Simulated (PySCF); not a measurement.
H₇N₃Sn. Atoms are numbered in the order given.

```xyz
11

Sn    -0.0661     0.0398    -0.2275
N     -0.3531     1.7954     0.7724
N      1.8611    -0.6094    -0.1893
N     -1.0063    -1.4539     0.7966
H     -0.5025     0.3296    -1.8651
H     -0.4542     1.6777     1.7788
H     -1.1508     2.3338     0.4404
H      2.5026     0.0339    -0.6494
H      2.2026    -0.7469     0.7606
H     -2.0203    -1.3665     0.8206
H     -0.7861    -2.3781     0.4290
```
Charge 0, spin multiplicity 1.

The structure is a stationary point at PBE0-D3(BJ)/def2-SVP. The structure was generated by enumeration; whether it is a known compound was not checked. The def2 effective core potentials stand for the cores of Sn; spin–orbit coupling is left out. One conformer was computed; it need not be the lowest.

Computed with PBE/def2-TZVP (PySCF).

The molecule is in vacuum.

```
Item                                                                                                           Result
---------------------------------------------------------------------------------------------  ----------------------
total energy                                                                                       -382.64629 hartree
highest occupied level                                                                                       -5.73 eV
lowest empty level                                                                                           -0.97 eV
orbital gap                                                                                                   4.76 eV
dipole moment                                                                                                  1.24 D
quadrupole, principal values (traceless, Buckingham form, about the centre of nuclear charge)  -3.73, -2.40, 6.13 D·Å
mean static polarisability                                                                       65.6 bohr³ (9.72 Å³)
polarisability, principal values                                                               60.8, 66.4, 69.6 bohr³
```
